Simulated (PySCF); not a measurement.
Electronic absorption of C7H4FN

Compound: C₇H₄FN.
Cartesian coordinates in Å at the GFN2-xTB level; atoms count from 1:
```xyz
13
C7H4FN angstrom
N      3.5948   -0.4779    0.0885
C      2.4596   -0.3260    0.0609
C      1.0573   -0.1328    0.0260
C      0.5358    1.1604   -0.0243
C     -0.8337    1.3475   -0.0595
C     -1.6919    0.2601   -0.0441
C     -1.1539   -1.0154    0.0058
F     -1.9864   -2.0724    0.0191
C      0.2084   -1.2386    0.0415
H      1.2073    2.0053   -0.0373
H     -1.2386    2.3469   -0.1003
H     -2.7626    0.3866   -0.0723
H      0.5996   -2.2432    0.0782
```

Method used: TDDFT PBE0/def2-SVPD, vertical, gas phase, core orbitals frozen in the response (PySCF).

Problem. Predict the UV-vis stick spectrum at this level.

Solution. 

```tsv
state	E (eV)	E (hartree)	f	symmetry	main configurations (H = HOMO, L = LUMO)
S1	5.11	0.1877	0.037	A′	H→L (55%), H-1→L (21%), H-1→L+1 (13%)
S2	5.71	0.2098	0.185	A′	H-1→L (49%), H→L (30%), H→L+1 (16%)
S3	6.44	0.2368	0.0000	–	H-2→L (95%)
S4	6.64	0.2439	0.372	A′	H→L+1 (63%), H-1→L (26%)
S5	6.85	0.2519	0.491	A′	H-1→L+1 (78%), H→L (10%)
S6	7.21	0.2650	0.0003	–	H→L+3 (57%), H-1→L+3 (22%)
S7	7.27	0.2670	0.0014	–	H-4→L (88%)
S8	7.36	0.2703	0.0001	–	H→L+2 (92%)
```

Triplets, Tamm–Dancoff:

```
state  E (eV)  λ (nm)  main configurations (H = HOMO, L = LUMO)
   T1    3.75   330.2        H→L (58%), H-1→L (24%), H→L+1 (9%)
   T2    4.25   291.8                    H-1→L (55%), H→L (36%)
   T3    4.60   269.3   H→L+1 (63%), H-1→L+1 (17%), H-1→L (15%)
```

The lowest singlet lies at 5.11 eV (243 nm, ultraviolet) and is of moderate strength; its leading configuration is HOMO→LUMO (55%). The strongest level in the table is S5 at 6.85 eV (181 nm, f = 0.491). Löwdin shares by element: HOMO carbon 65% or more (atoms not listed hold the other 35%); LUMO carbon 48% or more, nitrogen 12% (atoms not listed hold the other 40%). The listed states span 2.25 eV, and the widest gap between neighbours is 0.73 eV (S2 to S3). Weighted by f, the mean energy of these states is 6.53 eV. Orbital energies (eV): HOMO-3 -10.34, HOMO-2 -9.98, HOMO-1 -8.31, HOMO -7.98, LUMO -1.91, LUMO+1 -1.04, LUMO+2 0.51. Symmetry labels in Cs follow from the direction of the transition dipole and are given only for states with f of 0.002 or more. Singlets were solved by full linear response, triplets in the Tamm–Dancoff approximation.

Time: 60 s of wall time. Hardware: one thread, Arm Neoverse N1, shared host.
